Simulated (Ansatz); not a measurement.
Reaction (cleavage of the B–Ge bond): `[BH2][GeH2][BH]N` + `[OH][GeH2][F]` → `B[O][GeH2][F]` + `N[BH][GeH3]`

Gas-phase electronic energies from Ansatz, PBE0-D4/def2-TZVP geometries. CCSD(T)/CBS is the MP2 limit (def2-TZVPP, def2-QZVPP) plus CCSD(T) − MP2 in def2-TZVPP, frozen cores. Functionals use def2-TZVPP. HSE06 is defined as in plane-wave codes. For Ge outer-core shells are correlated without core-valence functions, which leaves a few kJ/mol of doubt a bond. Scalar relativity is left out up to krypton. Each species was taken in one conformer, which may not be the lowest.

Task: Is it downhill or uphill in electronic energy at CCSD(T)/CBS, and by how much? (An estimate is asked.)

Result: Ansatz gave: Downhill: ΔE = -34.4 kcal/mol.

Task: What do these levels give: LDA (SPW92), B97M-V, HSE06-D4, ωB97X-V, ωB97M-V, PBE-QIDH, BLYP, r2SCAN, CCSD(T)/def2-SVP, CCSD/def2-TZVPP, HF/def2-QZVPP, MP2/def2-QZVPP? (Estimate.)

Result: Ansatz gave: LDA (SPW92) -35.5, B97M-V -36.6, HSE06-D4 -34.0, ωB97X-V -35.7, ωB97M-V -36.3, PBE-QIDH -35.1, BLYP -35.8, r2SCAN -34.9, CCSD(T)/def2-SVP -41.1, CCSD/def2-TZVPP -35.6, HF/def2-QZVPP -39.0, MP2/def2-QZVPP -35.3 kcal/mol.

Largest T1 diagnostic among the species: 0.014.

At CCSD(T), def2-SVP lies −6.8 kcal/mol from the extrapolated value and def2-TZVPP −1.1 kcal/mol. In def2-TZVPP, CCSD(T) changes the Hartree–Fock value by +3.1 kcal/mol (the triples alone add +0.1 kcal/mol) and MP2 by +2.8 kcal/mol. Leaving LDA and LC-ωPBE aside and taking each functional with its dispersion term where it has one, the values, not all of them listed here, spread over 4.7 kcal/mol, from CAM-B3LYP-D4 to revPBE-D4. LDA lies −2.1 kcal/mol from PBE without D4.
